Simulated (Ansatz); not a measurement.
`CB(F)OC(C)=O`, charge 0, multiplicity 1.

Q: Give a relaxed structure at PBE0-D4/def2-TZVP (Ansatz). (Best estimate.)

A: The calculation gave: 
Z-matrix (Å, degrees):
```
C
B 1 1.553
H 1 1.091 2 112.9
H 1 1.091 2 111.1 3 -124.2
H 1 1.095 2 108.8 3 117.0
F 2 1.327 1 120.6 3 145.7
O 2 1.380 1 126.9 3 -32.5
C 7 1.361 2 125.2 1 -13.8
C 8 1.494 7 111.0 2 160.4
O 8 1.195 7 123.2 2 -21.2
H 9 1.092 8 109.5 7 57.1
H 9 1.092 8 109.7 7 -60.0
H 9 1.087 8 110.0 7 178.5
```
This is one stationary point; other conformers may exist.
